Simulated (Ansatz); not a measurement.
C₃H₁₁AsSi (`CC(C)[AsH][SiH3]`), one more setting.

```yaml
crystal:
  periodic: [false, false, false]
  atoms:
    - {symbol: C, position_ang: [0.596136, -1.231030, -0.261370]}
    - {symbol: C, position_ang: [0.803375, 0.246845, 0.007099]}
    - {symbol: C, position_ang: [1.808510, 0.856957, -0.957875]}
    - {symbol: As, position_ang: [-0.855251, 1.359462, -0.049578]}
    - {symbol: Si, position_ang: [-2.266161, 0.051183, 1.319239]}
    - {symbol: H, position_ang: [1.554308, -1.761890, -0.232098]}
    - {symbol: H, position_ang: [0.158911, -1.391326, -1.250930]}
    - {symbol: H, position_ang: [-0.063312, -1.699820, 0.471380]}
    - {symbol: H, position_ang: [1.167674, 0.383331, 1.031319]}
    - {symbol: H, position_ang: [1.986115, 1.914178, -0.749724]}
    - {symbol: H, position_ang: [2.767736, 0.333140, -0.892411]}
    - {symbol: H, position_ang: [1.459727, 0.773713, -1.991615]}
    - {symbol: H, position_ang: [-1.405860, 0.757954, -1.339450]}
    - {symbol: H, position_ang: [-2.504147, -1.336347, 0.838251]}
    - {symbol: H, position_ang: [-1.652182, -0.020420, 2.673709]}
    - {symbol: H, position_ang: [-3.578481, 0.741670, 1.428456]}
basis:
  gaussian: {orbitals: aug-cc-pVDZ}
hamiltonian: {xc: {name: RPBE}, dispersion: d4}
```

```sh
$ ansatz run in.yaml --threads 4 --pin off --events-out ev --progress --plain --max-ram 11315MiB
```

Output, abridged:

```
Functional definition: RPBE
  name "RPBE"
  cite "Hammer, Hansen & Nørskov, Phys. Rev. B 59, 7413 (1999) doi:10.1103/PhysRevB.59.7413"
  cite "Perdew, Burke & Ernzerhof, Phys. Rev. Lett. 77, 3865 (1996) doi:10.1103/PhysRevLett.77.3865"
  parameter kappa = 0.804
  parameter beta = 0.06672455060314922
  exchange = rpbe_x(kappa = kappa, mu = beta*pi^2/3)
  correlation = pbe_c(beta = beta)
2183 factors; their error is unknown
mean field evaluation 1: about -71987.2410 eV, gradient 8.3e1 eV
mean field evaluation 2: about -71862.6704 eV, gradient 1.9e2 eV
mean field evaluation 4: about -72004.3115 eV, gradient 2.0e1 eV
mean field evaluation 8: about -72005.4325 eV, gradient 3.9e-1 eV
mean field evaluation 16: about -72005.3631 eV, gradient 1.7e-4 eV
mean field -72005.36306574 eV, -2646.1482856780 hartree, gradient 5.3e-5 eV, S^2 0.000000; 0 other end points of the search recorded, 0 dependent functions left out
reference -72005.36318210 eV, -2646.1482899541 hartree; 38, 38 occupied and 193, 193 virtual orbitals, 2183 factors
Total energy: -72006.72571708 eV, -2646.1983621912 hartree
```

Hardware: 4 threads of an Intel Xeon 6975P-C on a shared host. Wall time 2.9 s, peak host memory 0.69 GiB.
